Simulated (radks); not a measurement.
Values are calculated unless marked as measured or tabulated.
Task: Coherent X-ray form factor from a spherical all-electron density. Level of theory: Dirac Kohn-Sham, AM05, spin-unpolarised, spherical densities, point nucleus (a radial shooting solver on a logarithmic mesh with Libxc functionals).

sin(theta)/lambda (1/angstrom),f0 (electrons)
0.05,44.099
0.1,41.833
0.15,38.973
0.2,36.027
0.25,33.226
0.3,30.669
0.4,26.406
0.5,23.211
0.6,20.819
0.8,17.309
1,14.423
1.25,11.293
1.5,8.900
2,6.279

The species is in the configuration that NIST lists as its ground one. Which atom or ion scatters so?

Result: Neutral rhodium, [Kr] 4d8 5s1. Extrapolating in s^2 from the first two rows gives f0(0) = 44.9, near the electron count 45; among species with that count, the fall with angle is slower the higher Z, and the table is that of Z = 45; from so few rows the species is fixed only to a neighbour or two.
